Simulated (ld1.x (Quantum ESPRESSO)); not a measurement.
**Varying the TM potential for aluminium**

Base potential:

ld1.x (Quantum ESPRESSO) 7.5 input, shortened:

```
&input
   title='Al', zed=13., rel=1, dft='PBE', iswitch=3,
   config='[Ne] 3s2 3p1'
 /
 &inputp
   pseudotype=2, tm=.true., lloc=1,
   nlcc=.true., new_core_ps=.true., rcore=1.30
 /
2
3S  1  0   2.00   0.00  1.85  1.85  0.0
3P  2  1   1.00   0.00  2.60  2.60  0.0
 &test
   configts(1)='3s2 3p1'
 /
```

Cutoffs, loose and tight: the cutoffs (Ry, on a coarse ladder) from which the occupation-weighted sum of valence levels, in a spherical-Bessel basis at the reference potential, stays within 10 and 1 mRy of its value at 400 Ry. They do not see the model core or the augmentation charge, which bear on the density cutoff. Test errors are all-electron minus pseudo excitation energies from the reference, over the configurations 3s2 3p0; 3s1 3p0; 3s2 3p0.5; 3s1 3p1; 3s2 3p1.3; 3s0 3p3; 3s1 3p2. A dash means not determined; rows that change the core or the reference have their own tests.

| change | outcome | cutoff, loose | cutoff, tight | bound ghosts | largest test error (meV) |
| --- | --- | --- | --- | --- | --- |
| base | generated | 10 Ry | 30 Ry | none | -7.0 |
| wave 3p (bound): rc 2.60 bohr becomes 3p (bound): rc 1.88 bohr | generated | 10 Ry | 30 Ry | none | +4.7 |
| wave 3p (bound): rc 2.60 bohr becomes 3p (bound): rc 2.20 bohr | generated | 10 Ry | 30 Ry | none | -7.3 |
| wave 3p (bound): rc 2.60 bohr becomes 3p (bound): rc 2.44 bohr | generated | 10 Ry | 30 Ry | none | -8.4 |
| wave 3p (bound): rc 2.60 bohr becomes 3p (bound): rc 2.68 bohr | generated | 10 Ry | 30 Ry | none | -6.1 |
| wave 3p (bound): rc 2.60 bohr becomes 3p (bound): rc 2.94 bohr | generated | 10 Ry | 30 Ry | none | +2.2 |
| wave 3p (bound): rc 2.60 bohr becomes 3p (bound): rc 3.16 bohr | generated | 10 Ry | 30 Ry | none | +3.3 |
| wave 3p (bound): rc 2.60 bohr becomes 3p (bound): rc 3.34 bohr | generated | 10 Ry | 30 Ry | none | +4.2 |
| wave 3p (bound): rc 2.60 bohr becomes 3p (bound): rc 3.58 bohr | generated | 10 Ry | 30 Ry | none | +6.0 |
| wave 3p (bound): rc 2.60 bohr becomes 3p (bound): rc 3.94 bohr | generated | 10 Ry | 30 Ry | none | +5.2 |

What comes out with this change to the base: wave 3p (bound): rc 2.60 bohr becomes 3p (bound): rc 1.70 bohr?

outcome: generated; cutoff, loose: 12 Ry; cutoff, tight: 35 Ry; bound ghosts: none; largest test error (meV): +5.2.

Reading the sweep of the p radius (base included, trends over the rows without a ghost): The loose cutoff stays near 10 Ry. The median size of the test errors (rows with all tests solved) stays near 1.1 meV.
